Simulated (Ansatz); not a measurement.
Consider the ligand exchange at the Si–S bond: `F[SiH](Cl)S[SiH2]Cl` + `N=C=O` → `O=C=N[SiH](F)Cl` + `S[SiH2]Cl`.

Program: Ansatz. Geometries: PBE0-D4/def2-TZVP. ΔE: electronic, gas phase. CCSD(T)/CBS is the MP2 limit (def2-TZVPP, def2-QZVPP) plus CCSD(T) − MP2 in def2-TZVPP, frozen cores. This one scheme is used for every species. Functionals use def2-TZVPP. One conformer a species, not always the lowest.

`F[SiH](Cl)S[SiH2]Cl`:

```xyz
9

F     1.827   -0.739    0.305
Si    1.177    0.522    1.019
Cl    0.363   -0.133    2.761
S    -0.246    1.425   -0.257
Si   -1.102   -0.285   -1.209
Cl   -2.143   -1.464    0.098
H     2.227    1.508    1.319
H    -0.060   -1.119   -1.838
H    -2.042    0.284   -2.197
```

`N=C=O`:

```xyz
4

N     0.326    0.553   -0.418
C    -0.362   -0.125    0.308
O    -1.100   -0.660    1.027
H     1.137    0.232   -0.917
```

`O=C=N[SiH](F)Cl`:

```xyz
7

O     1.567   -1.913    1.679
C     0.901   -1.105    1.183
N     0.201   -0.251    0.717
Si   -0.519    0.665   -0.503
F    -2.066    0.340   -0.515
Cl    0.250    0.168   -2.313
H    -0.334    2.096   -0.248
```

`S[SiH2]Cl`:

Cartesian coordinates in Å:
```
S -1.507 0.789 0.118
Si 0.486 0.099 -0.104
Cl 0.634 -1.534 -1.341
H -1.899 -0.270 0.847
H 1.060 -0.305 1.197
H 1.227 1.221 -0.718
```

CCSD(T)/CBS gives -37.7 kJ/mol.

Task: Another level gave -30.5 kJ/mol. Which?
A. HF/def2-TZVPP
B. PBE0-D4/def2-TZVPP
C. ωB97X-V/def2-TZVPP
D. CCSD(T)/def2-TZVPP

Result: B. PBE0-D4 -30.5, ωB97X-V -37.9, HF/def2-TZVPP -66.7, CCSD(T)/def2-TZVPP -42.1 kJ/mol.

Largest T1 diagnostic among the species: 0.018.

The D4 term adds +12.0 kJ/mol with B3LYP and +6.7 kJ/mol with PBE0; it sums over pairs of atoms, weighted by their polarisabilities, and B3LYP, whose exchange is more repulsive, gets the larger term. In def2-TZVPP, CCSD(T) changes the Hartree–Fock value by +24.6 kJ/mol (the triples alone add +5.1 kJ/mol) and MP2 by +27.2 kJ/mol. From PBE to PBE0 (25 % exact exchange), in def2-TZVPP and without D4, ΔE moves by −5.9 kJ/mol.

B3LYP here is the variant with VWN-RPA as its local correlation; programs differ in this.
